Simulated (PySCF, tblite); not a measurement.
C6H7BF2.
Structure used (GFN2-xTB), in Å, numbered top down from 1:
```xyz
16
C6H7BF2 angstrom
C     -3.2094   -0.5485   -0.7166
C     -2.2425    0.0816   -0.0528
C     -0.8424   -0.2107   -0.2225
C      0.1247    0.4258    0.4565
C      1.5548    0.1896    0.3457
C      2.3991    0.9390    1.0820
B      2.1794   -0.9062   -0.5790
F      3.4893   -1.0035   -0.7273
F      1.5182   -1.8195   -1.2642
H     -2.9874   -1.3238   -1.4313
H     -4.2497   -0.3140   -0.5704
H     -2.4915    0.8571    0.6607
H     -0.5999   -0.9847   -0.9348
H     -0.1575    1.2010    1.1598
H      2.0427    1.7051    1.7516
H      3.4645    0.7978    1.0311
```

Jobs on this species (16 atoms, 66 electrons) with PySCF (density fitting) and tblite. Hardware of each: one thread, Arm Neoverse N1 (aarch64), on a shared host. Times come from a shared host and carry two figures at best.

```tsv
level and settings	work	basis functions	SCF cycles	wall time
GFN2-xTB	Hessian by finite differences	–	–	0.83 s
GFN2-xTB	L-BFGS relaxation	–	–	0.93 s
B3LYP/def2-SVPD	8 singlets by full TDDFT, 3 Tamm–Dancoff triplets, polarisability	242	?	?
PBE0/pcSseg-1	shieldings, charges and field gradients	188	14	57 s
```

Task: Fill in the missing figures.

Result: 
- B3LYP/def2-SVPD; 8 singlets by full TDDFT, 3 Tamm–Dancoff triplets, polarisability: 91 s, 14 SCF cycles

Task: What do all jobs in the table cost together?

Result: About 2.5 min; the longest takes about 61 % of that, and about 110 times as long as the shortest.
